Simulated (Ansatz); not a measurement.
Ligands exchanged one at a time, Ga NH2-H. Gas-phase values, no solvent. One relaxed conformer stands for each flexible species; it need not be the lowest. Strings in code marks are SMILES.

Quantity: redistribution energy (mixed species minus the weighted end members), in kcal/mol.

Case: 2 of 3 NH2 replaced by H: `[NH2][GaH2]`. The other species in the difference include `[NH2][Ga]([NH2])[NH2]` (neutral, multiplicity 1). Geometry of `[NH2][GaH2]` (neutral, multiplicity 1, Å):

```xyz
6

N     -0.9531    -0.0010    -0.0004
Ga     0.8602     0.0009     0.0004
H     -1.5169     0.8301    -0.0525
H     -1.5152    -0.8334     0.0513
H      1.5640    -1.3900     0.0872
H      1.5610     1.3935    -0.0859
```

### Question
Predict the redistribution energy (mixed species minus the weighted end members) from frozen-core CCSD(T)/cc-pVTZ // PBE0-D3(BJ)/def2-TZVP (Ansatz, an electronic-structure program).

### Answer
-4.41 kcal/mol.
